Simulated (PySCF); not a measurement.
Dipole moment and polarisability of `[AsH2][SiH2]n1cccc1`

C4H8AsNSi.
Structure used (PBE0-D3(BJ)/def2-SVP), in Å, numbered top down from 1:
```
atom  x, y, z in Å
As1    3.191    0.062   -0.525
Si2    1.662   -0.459    1.206
N3     0.021   -0.059    0.672
C4    -0.817   -0.882   -0.054
C5    -1.917   -0.159   -0.448
C6    -1.749    1.166    0.048
C7    -0.553    1.196    0.724
H8     4.375   -0.072    0.431
H9     3.052    1.554   -0.239
H10    1.687   -1.926    1.465
H11    1.905    0.306    2.463
H12   -0.562   -1.927   -0.224
H13   -2.760   -0.542   -1.021
H14   -2.437    2.001   -0.070
H15   -0.063    2.012    1.252
```

Level: PBE0/def2-SVPD (PySCF), static field, nuclei fixed, core orbitals frozen in the response. The polarisability tensor in these axes (au):

```
x   137.54  -3.27   2.90
y    -3.27 103.97   1.12
z     2.90   1.12  98.05
```

Question: Give the principal values, the mean and the anisotropy Δα = √{½[(α1 − α2)² + (α2 − α3)² + (α1 − α3)²]}.

Answer: Principal values 97.54, 103.97 and 138.05 au; mean 113.19 au = 16.77 Å³ = 18.66 × 10⁻⁴⁰ C²·m²/J; Δα = 37.71 au (33 % of the mean).

Question: What is the dipole moment, and where does it point?

Answer: (1.22, -0.13, 0.69) D, 1.41 D in size, pointing from the negative to the positive side. Measured along this direction, the outermost atoms are H13 at the negative end and H8 at the positive end.

Question: Along which axes do the principal values lie, and how far do the nuclei extend along each?

Answer: Largest value along (0.99, -0.09, 0.07), where the nuclei span 7.14 Å; middle along (0.08, 0.97, 0.22), 4.19 Å; least along (-0.09, -0.21, 0.97), 3.00 Å. The response follows the extents in order.

Question: In a dilute gas of rigid molecules at 350 K, how does the orientational term μ²/3kT compare with the electronic polarisability?

Answer: In Gaussian units μ²/3kT = 13.71 Å³ against 16.77 Å³, a ratio of 0.82; the Debye molar polarisation (4π/3)N_A(α + μ²/3kT) is 76.9 cm³/mol, leaving out the vibrational part.

Question: What would n − 1 = 2πNα be for an ideal gas of these molecules at 298.15 K and 1 atm, electronic part alone?

Answer: N = p/kT = 2.4615 × 10¹⁹ cm⁻³, so n − 1 = 2π × N × 16.77 × 10⁻²⁴ cm³ = 2594 × 10⁻⁶ at long wavelengths, for an ideal gas.

Question: Rayleigh depolarisation ratio (linearly polarised light, static tensor)?

Answer: ρ = 3Δα²/(45ᾱ² + 4Δα²) = 4265.2/(576513 + 5686.9) = 0.00733.

Geometry: PBE0-D3(BJ)/def2-SVP, one conformer, isolated molecule. The calculation is non-relativistic, for arsenic too.
